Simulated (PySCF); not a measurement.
CFN2O2S (charge -1).
Cartesian coordinates in Å at the GFN2-xTB level; atoms count from 1:
```xyz
7
CFN2O2S angstrom
N      2.6353    0.2090    0.1845
C      1.5235    0.4670   -0.0015
N      0.3366    0.8821   -0.2686
S     -0.8485   -0.0637    0.0878
O     -0.7081   -0.8864    1.2541
O     -2.1053    0.5938   -0.1107
F     -0.8301   -1.1969   -1.1727
```

Computed at PBE0/pcSseg-1 (PySCF, non-relativistic), with Q(14N) = 0.02044 b, Q(33S) = −0.0678 b, Q(17O) = −0.0256 b: N1, 14N (I = 1): χzz = -2.899 MHz, η = 0.491; N3, 14N (I = 1): χzz = 4.371 MHz, η = 0.488; S4, 33S (I = 3/2): χzz = -17.78 MHz, η = 0.273; O5, 17O (I = 5/2): χzz = -8.295 MHz, η = 0.247; O6, 17O (I = 5/2): χzz = -8.623 MHz, η = 0.287.

(1) Find the zero-field quadrupole resonance frequencies of 14N at N1.

(2) Where would the pure quadrupole (NQR) lines of 14N at N3 fall for the rigid, isolated species?

(3) Where would the pure quadrupole (NQR) lines of 33S at S4 fall for the rigid, isolated species?

(4) Find the zero-field quadrupole resonance frequencies of 17O at O5.

(5) Where would the pure quadrupole (NQR) lines of 17O at O6 fall for the rigid, isolated species?

Answers

(1) From ν± = (3/4)|χ|(1 ± η/3) and ν0 = |χ|η/2: ν+ 2.530 MHz, ν− 1.818 MHz, ν0 0.712 MHz (nitrogen bonded to C).

(2) From ν± = (3/4)|χ|(1 ± η/3) and ν0 = |χ|η/2: ν+ 3.811 MHz, ν− 2.745 MHz, ν0 1.066 MHz (nitrogen bonded to C and S).

(3) From ν = (|χ|/2)√(1 + η²/3): ν = 9.001 MHz (sulfonyl sulfur).

(4) From the eigenvalues of H = χ/[4I(2I − 1)] × [3Iz² − I(I + 1) + η(Ix² − Iy²)], steps between neighbouring levels, labelled as for η = 0: ±1/2↔±3/2 1.324 MHz, ±3/2↔±5/2 2.459 MHz (sulfonyl oxygen).

(5) From the eigenvalues of H = χ/[4I(2I − 1)] × [3Iz² − I(I + 1) + η(Ix² − Iy²)], steps between neighbouring levels, labelled as for η = 0: ±1/2↔±3/2 1.405 MHz, ±3/2↔±5/2 2.546 MHz (sulfonyl oxygen).

In a crystal, neighbours and librations shift these lines. The pcSseg-1 basis has no diffuse functions, a weakness for an anion. GFN2-xTB bond lengths can be off by several hundredths of an ångström, more for odd bonds, and the gradients follow them. With so small a basis the couplings can be 20 % off.

These values come from a run that also computed NMR shieldings. On Arm Neoverse V2, one thread, shared host, this took 7.7 s and 0.58 GiB of memory at its peak.

One conformer stands for the species.
